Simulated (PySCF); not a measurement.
Compound: C5H8F3 (doublet state).
Geometry (GFN2-xTB, Å), atoms numbered from 1 in this order:
```
atom  x, y, z in Å
C1    -1.581    0.921   -0.432
C2    -0.414   -0.066   -0.336
C3    -0.865   -1.308    0.463
F4     0.121   -2.261    0.449
C5     0.776    0.553    0.296
F6     0.584    1.187    1.477
C7     2.177    0.223   -0.034
F8     2.456    0.543   -1.353
H9    -1.852    1.282    0.557
H10   -2.447    0.443   -0.881
H11   -1.294    1.772   -1.044
H12   -0.116   -0.398   -1.336
H13   -1.752   -1.761    0.010
H14   -1.055   -1.057    1.511
H15    2.387   -0.856    0.050
H16    2.869    0.794    0.592
```

The hyperfine couplings belong to this conformer and change with its torsions.

As a line formula: `C[C@H](CF)[C](F)CF` [radical].

Method: PySCF 2.14.0, UKS B3LYP, pcH-1 on C F H, non-relativistic, mean-field spin-orbit, GIAO. Geometry: GFN2-xTB, one conformer, isolated molecule. A GFN2-xTB geometry isn't a minimum of the functional, and hyperfine couplings can be far from their values at a DFT geometry. Stability of the SCF solution: not tested.

Task: Where do the isotropic ENDOR lines of C5, C3, C7, C1, C2, F6, H15, H13, H16 and H12 fall at 333.9 mT, to first order?

Result: ν± = |νn ± a/2|, one line for each electron-spin manifold; νn = |g_N| × 7.62259 MHz/T × B.

| nuclei | isotope | g_N | νn (MHz) | a_iso (MHz) | lower line (MHz) | upper line (MHz) |
| --- | --- | --- | --- | --- | --- | --- |
| C5 | 13C | 1.4048 | 3.58 | 134.13 | 63.49 | 70.64 |
| C3 | 13C | 1.4048 | 3.58 | 55.34 | 24.09 | 31.24 |
| C7 | 13C | 1.4048 | 3.58 | -35.48 | 14.17 | 21.32 |
| C1 | 13C | 1.4048 | 3.58 | 29.01 | 10.93 | 18.08 |
| C2 | 13C | 1.4048 | 3.58 | -23.06 | 7.95 | 15.11 |
| F6 | 19F | 5.2577 | 13.38 | 143.44 | 58.34 | 85.10 |
| H15 | 1H | 5.5857 | 14.22 | 96.39 | 33.98 | 62.41 |
| H13 | 1H | 5.5857 | 14.22 | 12.60 | 7.92 | 20.52 |
| H16 | 1H | 5.5857 | 14.22 | 10.50 | 8.97 | 19.47 |
| H12 | 1H | 5.5857 | 14.22 | 8.05 | 10.19 | 18.24 |

The rows for 13C, of low natural abundance, apply to labelled samples.

Task: Which pairs are centred on the nuclear Larmor frequency, and which on half the coupling?

Result: Centred on νn, since |a| < 2νn: H13, H16 and H12. Centred on |a|/2 and split by 2νn: C5, C3, C7, C1, C2, F6 and H15.

Task: At what field would the lower line of F6 fall to zero frequency?

Result: Where νn = |a|/2, that is B = 71.72 MHz/(5.2577 × 7.62259 MHz/T) = 1790 mT, as far as first order holds there.

Couplings of abundant isotopes left out: F8 (211.9 MHz), F4 (4.0 MHz) and H14 (-4.0 MHz).

The Mulliken spin populations are largest on C5 (+0.90) and F6 (+0.06). No atom but C5 exceeds +0.15. The angles at C5 add up to 357.6°, so it is nearly planar.
